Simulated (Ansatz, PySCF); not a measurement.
Noncovalent pair: HF (SMILES F) (first 2 atoms) with HI (SMILES I); geometry from B3LYP-D3(BJ)/def2-TZVP, rigid monomers moved along the line of their centres of mass till H2···I3 is 3.70 Å.
(charge 0, multiplicity 1):
```tsv
atom	x (Å)	y (Å)	z (Å)
F	-0.0701	0.4750	-0.2412
H	0.0048	0.0346	0.5765
I	0.2965	-1.4791	3.9375
H	0.2578	-0.0069	4.6041
```

Monomers are frozen at their geometry in the pair; levels with a basis set take the counterpoise correction.

Cores are frozen in the correlated methods. Filled d and f shells under p-block atoms count as core. CBS: X⁻³ extrapolation of the correlation energy, Hartree–Fock from the larger set.

Run with Ansatz (Gaussian basis) for Hartree–Fock, density functionals and correlated methods; PySCF for the dispersion terms. Values without a source in brackets are computed. In def2 rows elements past Kr take small-core potentials, without spin–orbit coupling.

PBE/def2-TZVPPD gives -1.17 kcal/mol for the interaction energy.

Question: How do the other levels lie against it? Give each less PBE: PBE-D3(BJ)/def2-TZVPPD, r2SCAN/def2-TZVPPD, B3LYP/def2-TZVPPD, wB97M-V/def2-TZVPPD, MP2/CBS(def2-TZVPPD, def2-QZVPPD), CCSD(T)/CBS(def2-TZVPPD, def2-QZVPPD).

Answer: PBE-D3(BJ)/def2-TZVPPD -0.23; r2SCAN/def2-TZVPPD 0.10; B3LYP/def2-TZVPPD 0.29; wB97M-V/def2-TZVPPD 0.08; MP2/CBS(def2-TZVPPD, def2-QZVPPD) 0.08; CCSD(T)/CBS(def2-TZVPPD, def2-QZVPPD) 0.09 kcal/mol. 5 of 6 lie above PBE; the widest gap is to B3LYP/def2-TZVPPD.

Ansatz is an electronic-structure program.
